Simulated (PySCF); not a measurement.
## Molecular orbitals of RbTl

r²SCAN at R = 3.939 Å; Rb def2-SVP with ECP28, Tl def2-SVP with ECP60; scalar-relativistic core potentials (PySCF 2.14). State: ¹Σ⁺ (singlet), closed shell. Only the outer orbitals are listed, counted within each symmetry, core potentials removing the inner ones.

| orbital | occ. | ε (eV) | on Rb (%) | main shells (%) |
| --- | --- | --- | --- | --- |
| 6σ | 2 | -9.19 | 2 | 98 Tl s |
| 7σ | 2 | -2.45 | 41 | 59 Tl p, 40 Rb s |
| 4π | 0 | -1.86 | 13 | 87 Tl p |
| 4π | 0 | -1.86 | 13 | 87 Tl p |
| 8σ | 0 | -1.32 | 68 | 57 Rb s, 33 Tl p, 10 Rb p |

**Question.** Which are the highest filled and the lowest empty level, where do they sit, and how wide is the gap?

**Answer.** Highest filled 7σ at -2.45 eV (in %: 59 Tl p, 40 Rb s); lowest empty 4π at -1.86 eV (in %: 87 Tl p); the gap at r²SCAN is 0.59 eV.

```
bond order (Mayer)                               : 1.02
⟨S²⟩                                             : 0.000
charge on Rb (Mulliken, basis-dependent)         : 0.15
charge on Rb (Löwdin, basis-dependent)           : 0.00
dipole moment (positive dipole means Rb(−)Tl(+)) : -3.08 D
```

Closed-shell solutions of metal pairs were not tested for spin polarisation, which can lower them a little. These are scalar-relativistic numbers at best; spin–orbit coupling would shift them, the dissociation energy most.
